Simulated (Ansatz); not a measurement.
Question: Name a neutral molecule of C, Cl, Si, Sn and H with HOMO energy (PBE/def2-TZVPP) between -6.65 and -6.35 eV and LUMO energy (PBE0/def2-TZVPP) between -0.45 and -0.15 eV (Ansatz, PBE0-D4/def2-TZVP geometry).

Answer: `[SiH3][SnH2][CH2]Cl` (-6.42 eV, -0.42 eV); `C[SiH](Cl)[SnH3]` (-6.56 eV, -0.28 eV). Other molecules can fit too; these were computed, each in one conformer that needn't be the lowest.
